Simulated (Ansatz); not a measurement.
CH3GeN, SMILES `N#[C][GeH3]`, 6 atoms. The species carries charge 0 and has multiplicity 1. Correlated methods include outer-core shells of Ge, which these sets cover unevenly. Scalar relativity is left out up to krypton. All runs use 4 threads of an Arm Neoverse V1 on a shared host. Correlated methods freeze the cores. Open-shell runs search over several starts.

Problem. How many basis functions does each run have, and how long does it take in Ansatz? RHF-MP2/def2-QZVPP energy; RKS PBE0-D4/def2-QZVPP energy; RKS PBE0-D4/def2-TZVP relaxation (6 steps); direct RPA on PBE orbitals/def2-TZVPP energy; UHF-MP2/def2-QZVPP energy of the cation; RKS PBE0-D4/def2-TZVP frequencies; UKS r2SCAN-D4/def2-TZVPP energy of the cation; UKS B3LYP-D4/def2-TZVPP energy of the cation; RKS r2SCAN-D4/def2-TZVPP energy and forces; UKS B2PLYP (frozen core)/def2-TZVPP energy of the cation; RHF-CCSD(T)/def2-SVP energy; RKS BHLYP-D4/def2-TZVPP energy. (Best estimate.)

Solution. Ansatz gave: Other jobs shared the machine, so times are rough.

```
                                level                   job  functions  wall time  peak host memory (GiB)
              RKS BHLYP-D4/def2-TZVPP                energy        152      1.1 s                    0.32
                 RHF-CCSD(T)/def2-SVP                energy         75      1.2 s                    0.32
direct RPA on PBE orbitals/def2-TZVPP                energy        152      1.6 s                    0.32
             RKS r2SCAN-D4/def2-TZVPP     energy and forces        152        2 s                    0.18
               RKS PBE0-D4/def2-QZVPP                energy        293      2.8 s                    0.76
                   RHF-MP2/def2-QZVPP                energy        293        6 s                    0.93
                RKS PBE0-D4/def2-TZVP  relaxation (6 steps)        128      7.5 s                    0.23
              UKS B3LYP-D4/def2-TZVPP  energy of the cation        152       19 s                    0.55
                RKS PBE0-D4/def2-TZVP           frequencies        128       28 s                    0.32
             UKS r2SCAN-D4/def2-TZVPP  energy of the cation        152       32 s                     0.4
  UKS B2PLYP (frozen core)/def2-TZVPP  energy of the cation        152       97 s                    0.54
                   UHF-MP2/def2-QZVPP  energy of the cation        293    7.1 min                     1.2
```

B3LYP here is the variant with VWN-RPA as its local correlation; programs differ in this.
